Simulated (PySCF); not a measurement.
# What a mistake does to a calculation on BClGeH5Si

These are calculations, not measurements. The program is PySCF 2.14.0, an open-source quantum chemistry code, run on an isolated molecule that a program drew, which may never have been made. The molecule is BClGeH5Si (charge 0, doublet), drawn as the SMILES string `[BH][GeH]([SiH3])[Cl]`.

Each row is a Hartree-Fock (HF) and frozen-core CCSD(T) single point in the cc-pV(D+d)Z basis, meant for a local HF minimum. Run 1 is clean. Each other run has one planted mistake out of seven kinds, and not every kind appears here: one electron removed, one electron added, multiplicity raised by two, geometry at a saddle point, minimal basis STO-3G, one bond length entered in bohr, all coordinates scaled. The reference is restricted for singlets and unrestricted otherwise, and also for a bond in bohr. Adding or removing an electron swaps singlet and doublet. Electrons count all cores. HOMO and LUMO are orbital energies over both spins, the gradient is its largest component, and the lowest frequency (negative if imaginary) is given only where the gradient is small. Bond lengths are over the 8 bonds as drawn. T1 is the CCSD diagnostic: over 0.02 (restricted) or 0.045 (unrestricted) a single reference is doubtful. Germanium has the cc-pVDZ-PP basis, with a core potential (ECP10MDF) in place of its 10 inner electrons, and its 3s, 3p and 3d shells are frozen in CCSD(T).

Geometry of the clean run:
```xyz
9
BClGeH5Si, angstrom
B    -0.8078   -1.9780   -1.2346
Ge    1.0007   -0.9980   -1.3895
Si    1.5447    0.4619    0.4476
Cl    0.9568    0.3101   -3.1634
H    -1.1911   -2.7885   -0.4446
H     2.1279   -1.9937   -1.6812
H     2.8072    1.1689    0.1469
H     0.4470    1.4354    0.6348
H     1.7010   -0.3474    1.6787
```

```
run,electrons,basis functions,<S^2>,HOMO (eV),LUMO (eV),gradient (hartree/bohr),lowest frequency (cm^-1),mean bond (Å),longest bond (Å),T1,HF (hartree),CCSD(T) (hartree),mistake
1,73,108,0.757,-9.32,0.62,2.3e-05,93,1.7302,2.409,0.0137,-1069.37786,-1069.84174,no fault
2,72,108,0.000,-15.43,-6.65,3.7e-02,-,1.7302,2.409,0.0211,-1069.08217,-1069.54307,one electron removed
3,74,108,0.000,-0.76,6.66,3.1e-02,-,1.7302,2.409,0.0172,-1069.35381,-1069.85828,one electron added
4,73,108,1.687,-8.27,-0.94,1.2e-02,-,1.9754,4.166,0.0316,-1069.27265,-1069.71480,one bond length entered in bohr
5,73,108,0.758,-9.37,0.46,2.8e-02,-,1.8478,2.573,0.0145,-1069.34783,-1069.81707,all coordinates scaled
6,73,108,3.773,-8.16,-2.41,4.5e-02,-,1.7302,2.409,0.0262,-1069.25837,-1069.71816,?
```

**Which mistake was planted in run 6, and what did it cost?**

Electrons, basis and geometry are unchanged, and <S^2> is 3.773, beside S(S+1) = 3.75 for a multiplicity of 4. So the mistake is: multiplicity raised by two. Subtracting run 1 and multiplying by 627.51 kcal/mol a hartree, the energy moved by 75.0 kcal/mol in HF and 77.5 kcal/mol in CCSD(T).

Cautions from the logs. Run 2: T1 is over the limit, so its CCSD(T) energy is less reliable.
